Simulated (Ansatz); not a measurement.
Kohn–Sham single points on CH$_{7}$NOSi, SMILES `N[SiH2]CO`.

```yaml
crystal:
  periodic: [false, false, false]
  atoms:
    - {symbol: N, position_ang: [-1.189090, 0.782903, -0.629222]}
    - {symbol: Si, position_ang: [-0.552096, -0.155499, 0.680914]}
    - {symbol: C, position_ang: [1.267885, -0.397391, 0.258710]}
    - {symbol: O, position_ang: [1.403823, -0.723316, -1.115365]}
    - {symbol: H, position_ang: [-2.117102, 0.579827, -0.964597]}
    - {symbol: H, position_ang: [-1.016812, 1.776015, -0.664903]}
    - {symbol: H, position_ang: [-1.298412, -1.440038, 0.656994]}
    - {symbol: H, position_ang: [-0.691287, 0.474280, 2.027592]}
    - {symbol: H, position_ang: [1.846612, 0.504703, 0.513346]}
    - {symbol: H, position_ang: [1.700666, -1.214715, 0.843909]}
    - {symbol: H, position_ang: [0.711113, -0.243671, -1.587076]}
basis:
  gaussian: {orbitals: def2-TZVPP}
hamiltonian: {xc: hse06, dispersion: d4}
output: {orbitals: {seedname: orbitals}}
```

```sh
$ ansatz run in.yaml --threads 2 --pin off --events-out ev --progress --plain --max-ram 4352MiB
```

It prints (some lines left out):

```
Functional definition: HSE06
1190 factors; their error is unknown
112 factors; integrals over basis functions are off by at most 4.5e-7 eV
mean field evaluation 1: about -12549.1897 eV, gradient 7.4e1 eV
mean field evaluation 2: about -12534.2937 eV, gradient 1.1e2 eV
mean field evaluation 4: about -12559.4032 eV, gradient 5.9e0 eV
mean field evaluation 8: about -12559.4750 eV, gradient 1.5e-1 eV
mean field evaluation 16: about -12559.4952 eV, gradient 9.0e-5 eV
mean field -12559.49518167 eV, -461.5529347949 hartree, gradient 9.0e-5 eV, S^2 0.000000; 0 other end points of the search recorded, 0 dependent functions left out
reference -12559.49522332 eV, -461.5529363256 hartree; 21, 21 occupied and 212, 212 virtual orbitals, 1190 factors
Total energy: -12559.64593096 eV, -461.5584747288 hartree
```

Hardware: 2 threads of an Arm Neoverse V1 on a shared host. Wall time 4.3 s, peak host memory 0.5 GiB.

With the line `hamiltonian: {xc: {name: r2SCAN0}, dispersion: d4}` (abridged; 7.5 s):

```
Functional definition: r2SCAN0
mean field evaluation 16: about -12564.5782 eV, gradient 1.5e-5 eV
mean field -12564.57820843 eV, -461.7397325827 hartree, gradient 1.5e-5 eV, S^2 0.000000
Total energy: -12564.63342404 eV, -461.7417617191 hartree
```

With the line `hamiltonian: {xc: {name: PBE-QIDH}}` (abridged; 8 s):

```
Functional definition: PBE-QIDH
mean field evaluation 16: about -12549.2863 eV, gradient 5.3e-5 eV
mean field -12549.28631369 eV, -461.1777658162 hartree, gradient 3.3e-6 eV, S^2 0.000000
8 core orbitals not correlated: weight in the atoms' cores, before any rotation towards them, 1.000 or more for the frozen orbitals, at most 0.000 for the correlated occupied ones
second order -23.22371987 eV of doubles, -0.00000000 eV of singles
Total energy: -12557.02756628 eV, -461.4622516018 hartree
```

With the line `hamiltonian: {xc: {name: revPBE}, dispersion: d4}` (abridged; 2.8 s):

```
Functional definition: revPBE
mean field evaluation 16: about -12565.3439 eV, gradient 5.6e-5 eV
mean field -12565.34391707 eV, -461.7678718563 hartree, gradient 5.7e-5 eV, S^2 0.000000
Total energy: -12565.97456703 eV, -461.7910478149 hartree
```

The same input with `hamiltonian: {xc: r2scan, dispersion: d4}` and forces (abridged; 7.5 s):

```
Functional definition: r2SCAN
mean field evaluation 16: about -12565.2630 eV, gradient 3.2e-4 eV
mean field -12565.26300049 eV, -461.7648982268 hartree, gradient 2.2e-5 eV, S^2 0.000000
Total energy: -12565.31065810 eV, -461.7666496119 hartree
Atom 0 force     0.024600    -0.035550    -0.006351 eV/Å
Atom 1 force    -0.031612    -0.024555     0.045678 eV/Å
Atom 2 force    -0.069310     0.076572     0.334152 eV/Å
Atom 3 force     0.075547    -0.123231    -0.327080 eV/Å
Atom 4 force    -0.022305     0.027641    -0.006344 eV/Å
Atom 5 force    -0.018439     0.023924    -0.010677 eV/Å
Atom 6 force     0.014206     0.023533    -0.003925 eV/Å
Atom 7 force     0.002940    -0.011643    -0.010886 eV/Å
Atom 8 force     0.026978     0.012076     0.009981 eV/Å
Atom 9 force     0.019178     0.008974    -0.010351 eV/Å
Atom 10 force    -0.021783     0.022259    -0.014197 eV/Å
Dipole moment:    -0.368136     0.377444     0.067828 e Å
```

Changing it to `hamiltonian: {xc: {name: wB97M-V}}` and forces (abridged; 17 s):

```
Functional definition: wB97M-V
mean field evaluation 16: about -12565.9796 eV, gradient 3.6e-5 eV
mean field -12565.97959639 eV, -461.7912326406 hartree, gradient 3.6e-5 eV, S^2 0.000000
Total energy: -12565.97964503 eV, -461.7912344279 hartree
Atom 0 force    -0.045105     0.042827    -0.004264 eV/Å
Atom 1 force    -0.017426    -0.119571     0.149840 eV/Å
Atom 2 force    -0.000829     0.083515     0.366574 eV/Å
Atom 3 force    -0.066047     0.002286    -0.282041 eV/Å
Atom 4 force     0.022463     0.017487     0.002147 eV/Å
Atom 5 force    -0.011932    -0.022972    -0.015794 eV/Å
Atom 6 force     0.082541     0.142337     0.002427 eV/Å
Atom 7 force     0.023438    -0.071043    -0.155768 eV/Å
Atom 8 force    -0.044016    -0.084080    -0.025540 eV/Å
Atom 9 force    -0.031107     0.068314    -0.044356 eV/Å
Atom 10 force     0.088019    -0.059101     0.006773 eV/Å
Dipole moment:    -0.382193     0.381369     0.094220 e Å
```

HSE06 is the plane-wave form, built on full-range PBE exchange.
